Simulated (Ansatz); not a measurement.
**Worked example: SbH2Cl + C2H2Cl4 → SbH3 + C2HCl5**

Species: SbH2Cl `[Cl][SbH2]`, singlet; C2H2Cl4 (1,1,2,2-tetrachloroethane) `ClC(Cl)C(Cl)Cl`, singlet; SbH3 `[SbH3]`, singlet; C2HCl5 (pentachloroethane) `ClC(Cl)C(Cl)(Cl)Cl`, singlet. The partners trade Cl for H: Sb–Cl and C–H bonds give way to Sb–H and C–Cl.

Shapes, held fixed at every level: PBE0-D4/def2-TZVP. Flexible molecules stand in one conformer, not always the lowest. Programs: Ansatz 0.2.0. The zero-point and thermal change to 298 K, harmonic and unscaled (PBE0-D4/def2-TZVP), is -13.0 kJ/mol.

At CCSD(T)/def2-TZVPP; 1 Eh = 2625.50 kJ/mol:

| species | energy (Eh) |
| --- | --- |
| SbH2Cl | -700.538496 |
| C2H2Cl4 | -1916.171633 |
| SbH3 | -241.368975 |
| C2HCl5 | -2375.286819 |

Problem. Work out ΔH(298 K) of the reaction at this level.

Solution. 
1. Products less reactants: (-241.368975) + (-2375.286819) − [(-700.538496) + (-1916.171633)] = 0.054335 Eh = +142.7 kJ/mol.
2. With the thermal change: +142.7 + (-13.0) = +129.7 kJ/mol.

Other levels give +113.3 (SPW92/def2-TZVPP) to +163.0 kJ/mol (HF/def2-SVP). No measured value is set beside it here. For atoms past krypton def2 sets carry core potentials with scalar relativity. Outer-core shells of Sb are correlated, in sets that cover them unevenly.
